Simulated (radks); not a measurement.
Radial electron density D(r) = 4 pi r^2 rho(r) of an atom or ion with 66 electrons. All-electron calculation, non-relativistic Kohn-Sham, PBE, spin-polarised, spherical densities, point nucleus. Program: a radial shooting solver on a logarithmic mesh with Libxc functionals.

r (bohr),D(r) (e/bohr),spin D(r)
0.003508,20.74,0.00000904
0.004084,26.03,0.0000113
0.004793,32.61,0.0000141
0.00558,39.79,0.0000172
0.006496,47.75,0.0000206
0.007623,56.63,0.0000243
0.008874,65.09,0.0000278
0.01033,72.91,0.0000310
0.01212,79.66,0.0000339
0.01411,83.91,0.0000359
0.01643,85.55,0.0000373
0.01928,84.50,0.0000379
0.02245,81.62,0.0000374
0.02613,78.51,0.0000339
0.03067,77.27,0.0000211
0.0357,80.06,-0.0000114
0.04156,87.52,-0.0000802
0.04877,99.05,-0.000200
0.05678,109.9,-0.000308
0.0661,116.3,-0.000177
0.07757,114.7,0.000970
0.0903,106.3,0.00474
0.1051,96.38,0.0146
0.1224,91.70,0.0370
0.1436,95.50,0.0856
0.1672,102.6,0.172
0.1946,103.5,0.315
0.2284,91.03,0.546
0.2659,70.43,0.846
0.3096,53.20,1.20
0.3633,48.20,1.59
0.4229,53.35,1.88
0.4923,57.63,2.02
0.5778,52.95,1.95
0.6726,41.02,1.73
0.783,28.18,1.42
0.9189,18.78,1.06
1.07,14.13,0.750
1.245,11.51,0.482
1.461,8.964,0.265
1.701,6.289,0.127
1.981,3.831,0.0497
2.324,1.994,0.0137
2.706,1.034,0.00260
3.15,0.5996,-0.0000413
3.667,0.4109,-0.000709
4.303,0.2849,-0.00107
5.01,0.1765,-0.00108
5.832,0.08947,-0.000788
6.844,0.03368,-0.000409
7.968,0.009897,-0.000156
9.276,0.002082,-0.0000409
10.89,0.0002690,-0.00000645

What is the nuclear charge?

Answer. Z = 67. The innermost maximum, from 1s, lies near 1/Z = 0.0149 bohr (found: 0.0167), and its height grows with Z. The density is that of the holmium ion Ho+ in [Xe] 4f(up 6.25, down 4.75) 6s(up 0.5, down 0.5); the configuration itself is not fixed sharply by these data, and Z only to a few units. D(r) has 4 maxima, at r = 0.0167, 0.0694, 0.184, 0.496 bohr, and minima at 0.0299, 0.123, 0.355 bohr, inside which lie 1.96, 11.41, 29.73 electrons.
